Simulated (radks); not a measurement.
Question: These are the eigenvalues of the occupied orbitals of an atom or ion with whole-number occupations (hartree). Calculated with a radial shooting solver on a logarithmic mesh with Libxc functionals: scalar-relativistic Kohn-Sham, LDA (Slater exchange, VWN5 correlation), spin-polarised, spherical densities, finite nucleus; Fermi nuclear charge, rms radius of each element as measured or else 0.836 A^(1/3) + 0.57 fm.

orbital  eigenvalue
1s down   -2631.502
1s up     -2631.502
2s up     -457.2465
2s down   -457.2383
2p up     -399.4533
2p down   -399.4465
3s up     -106.6906
3s down   -106.6870
3p up     -89.64154
3p down   -89.63764
3d up     -70.24420
3d down   -70.23828
4s up     -23.11268
4s down   -23.10459
4p up     -17.51551
4p down   -17.50735
4d up     -10.48286
4d down   -10.47291
5s up      -4.26501
5s down    -4.19669
5p up      -2.85747
5p down    -2.77176
4f up      -2.67305
4f down    -2.65530
5d up      -1.26683

Which element is it, and in what charge state? The configuration may be excited. Open shells, if any, are filled with parallel spins first.

Answer: Z = 75, rhenium, charge +3: Re3+ in [Xe] 4f14 5d4. The list shows which subshells hold electrons but not how many an open one holds; the 1s level, -2631.5 hartree, gives Z - s = 72.5 by -(Z - s)^2/2, which with screening and relativity narrows Z to a few neighbours, and the depths of the outer levels then fix element, charge and occupations together.
